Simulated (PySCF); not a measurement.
BClFI, SMILES IB(Cl)F. Coordinates come from a PBE0-D3(BJ)/def2-SVP optimisation. The def2 effective core potentials stand for the cores of I; spin–orbit coupling is left out.

Computed equilibrium geometry at PBE0-D3(BJ)/def2-SVP (PySCF confirms it by a frequency run) as bond lengths and angles, and its point group:
point group Cs.
Atoms: B1 Cl2 F3 I4. Bonds (Å): B1–Cl2 1.741, B1–F3 1.310, B1–I4 2.125. Bond angles (°): Cl2–B1–F3 119.2, Cl2–B1–I4 122.0, F3–B1–I4 118.8.
